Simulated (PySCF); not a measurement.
## Germanium: highly charged ions in a basis for the neutral atom

Ge¹⁶⁺ [Ne] 3s2 3p4, Ge¹⁷⁺ [Ne] 3s2 3p3. Calculation: PySCF 2.14, in def2-TZVP; the non-relativistic Hamiltonian (point nucleus). No spin-orbit coupling, so a gap to NIST mixes the basis error with missing relativistic terms.

Changed run: basis of the neutral atom used for a highly charged ion. This setting is unsound on purpose.

```csv
species,method,sound run (hartree),changed run (hartree),converged
Ge¹⁶⁺,UHF,not run,-1944.18113,yes
Ge¹⁶⁺,r2SCAN,not run,-1944.85474,yes
Ge¹⁶⁺,BP86,not run,-1945.07842,yes
Ge¹⁷⁺,UHF,not run,-1921.94552,yes
Ge¹⁷⁺,r2SCAN,not run,-1922.54396,yes
Ge¹⁷⁺,BP86,not run,-1922.74223,yes
```

Ionisation energy of Ge¹⁶⁺:

| method | changed run (eV) | NIST (eV) |
| --- | --- | --- |
| UHF | 605.06 | 609.1 ± 0.8 |
| r2SCAN | 607.11 | 609.1 ± 0.8 |
| BP86 | 607.80 | 609.1 ± 0.8 |

The contracted functions were made for the neutral atom and can be too rigid for a highly charged ion.
